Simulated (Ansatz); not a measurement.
Steps of a relaxation of H₅SeSi₂ (`[SiH2][Se][SiH3]`) radical with UKS PBE0-D4/def2-TZVP.

```sh
$ ansatz run in.yaml --threads 4 --pin off --events-out ev --progress --plain --max-ram 10444MiB
```

```yaml
crystal:
  periodic: [false, false, false]
  atoms:
    - {symbol: Si, position_ang: [-0.943302, 0.330210, -1.657587]}
    - {symbol: Se, position_ang: [-1.382967, -0.393271, 0.477162]}
    - {symbol: Si, position_ang: [0.829145, -0.538613, 1.124883]}
    - {symbol: H, position_ang: [-2.281479, 0.739553, -2.224498]}
    - {symbol: H, position_ang: [-0.009299, 1.521471, -1.633959]}
    - {symbol: H, position_ang: [1.542027, -1.631866, 0.380374]}
    - {symbol: H, position_ang: [0.802542, -0.851425, 2.592989]}
    - {symbol: H, position_ang: [1.535534, 0.766742, 0.884936]}
basis:
  gaussian: {orbitals: def2-TZVP}
magnetization: {spin_polarized: true, initial_magnetization: 1}
hamiltonian: {xc: pbe0, dispersion: d4}
relax: {f_tol: 0.005, max_steps: 150}
```

Positions (Å) and forces (eV/Å) along the path, 6 of 6 steps:

```xyz
8
step=1 energy=-81172.3947 eV
Si   -0.943    0.330   -1.658   -0.174    0.279    0.222
Se   -1.383   -0.393    0.477    0.409    0.075   -0.216
Si    0.829   -0.539    1.125    0.003    0.011    0.021
H    -2.281    0.740   -2.224    0.309   -0.100    0.103
H    -0.009    1.521   -1.634   -0.201   -0.283   -0.004
H     1.542   -1.632    0.380   -0.175    0.241    0.154
H     0.803   -0.851    2.593    0.004    0.067   -0.324
H     1.536    0.767    0.885   -0.176   -0.291    0.044
8
step=2 energy=-81172.4212 eV
Si   -0.936    0.330   -1.632   -0.034    0.101    0.004
Se   -1.365   -0.392    0.478   -0.012    0.007   -0.025
Si    0.822   -0.532    1.115    0.049   -0.004    0.009
H    -2.254    0.730   -2.213    0.088   -0.032    0.032
H    -0.004    1.502   -1.611   -0.053   -0.078   -0.003
H     1.518   -1.616    0.369   -0.025    0.062    0.044
H     0.799   -0.843    2.568    0.014    0.017   -0.077
H     1.513    0.763    0.870   -0.029   -0.074    0.016
8
step=3 energy=-81172.4224 eV
Si   -0.936    0.332   -1.626   -0.003   -0.001   -0.009
Se   -1.372   -0.390    0.480    0.007    0.001    0.006
Si    0.817   -0.531    1.110    0.017   -0.005    0.018
H    -2.246    0.728   -2.212    0.000    0.001   -0.008
H    -0.003    1.497   -1.607    0.001    0.000    0.006
H     1.519   -1.608    0.370   -0.010   -0.007   -0.013
H     0.802   -0.841    2.559   -0.003   -0.002    0.007
H     1.510    0.758    0.869   -0.009    0.012   -0.007
8
step=4 energy=-81172.4225 eV
Si   -0.936    0.332   -1.626    0.009   -0.006    0.002
Se   -1.370   -0.390    0.481   -0.013   -0.001    0.005
Si    0.819   -0.531    1.112    0.001    0.002   -0.007
H    -2.244    0.727   -2.215   -0.004    0.001   -0.002
H    -0.003    1.496   -1.604    0.003    0.004    0.000
H     1.515   -1.609    0.367    0.002   -0.002   -0.002
H     0.805   -0.842    2.562    0.000   -0.001    0.003
H     1.507    0.760    0.868    0.003    0.003    0.000
8
step=5 energy=-81172.4226 eV
Si   -0.933    0.330   -1.623    0.000    0.000    0.007
Se   -1.373   -0.387    0.484    0.001   -0.001   -0.001
Si    0.817   -0.531    1.111   -0.003    0.001    0.000
H    -2.241    0.723   -2.217   -0.001   -0.001   -0.003
H    -0.003    1.497   -1.601    0.002    0.001   -0.001
H     1.512   -1.608    0.363    0.000    0.000   -0.002
H     0.807   -0.843    2.560    0.000    0.000    0.001
H     1.506    0.761    0.867    0.001    0.001    0.000
8
step=6 energy=-81172.4226 eV
Si   -0.932    0.330   -1.621   -0.002    0.000    0.002
Se   -1.375   -0.385    0.487    0.003    0.002   -0.002
Si    0.816   -0.530    1.111   -0.002   -0.001    0.001
H    -2.238    0.720   -2.219    0.001   -0.001    0.000
H    -0.002    1.497   -1.599    0.000    0.000    0.000
H     1.509   -1.606    0.360    0.000    0.001   -0.001
H     0.809   -0.844    2.559    0.000    0.000    0.000
H     1.506    0.762    0.867    0.000    0.000    0.000
```

It took 22 s on 4 threads of an Arm Neoverse V2 on a shared host, with 0.5 GiB of host memory at the peak.
